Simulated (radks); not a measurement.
Q: All-electron atom: Cr XI in [Ne] 3s2 3p2. Calculated with a radial shooting solver on a logarithmic mesh with Libxc functionals: non-relativistic Kohn-Sham, TPSS, spin-polarised, spherical densities, point nucleus; open shells are filled with parallel spins first; meta-GGA in the generalised Kohn-Sham scheme. Some entries of the table are withheld. Estimate them.

orbital  occ.  eigenvalue (hartree)  <r^2> (bohr^2)  r(max) (bohr)
1s up       1             -224.4577        0.005517        0.04224
1s down     1             -224.4097        0.005516        0.04224
2s up       1             -33.53794          0.1017         0.2449
2s down     1             -33.50368          0.1014         0.2450
2p up       3             -29.90781         0.08210         0.1977
2p down     3             -29.85295         0.08197         0.1979
3s up       1             -10.51491          0.7117         0.7269
3s down     1             -10.25654          0.7201         0.7293
3p up       2              -9.41423             (1)         0.7208
3p down     0              -9.16666             (2)         0.7236
3d up       0              -7.73188          0.6750         0.6378
3d down     0              -7.52216          0.6813         0.6334
4s up       0              -4.86220           2.877            (3)
4s down     0              -4.78701           2.918            (4)

A: 
(1) 3p up <r^2> (bohr^2): 0.7250
(2) 3p down <r^2> (bohr^2): 0.7352
(3) 4s up r(max) (bohr): 1.577
(4) 4s down r(max) (bohr): 1.585
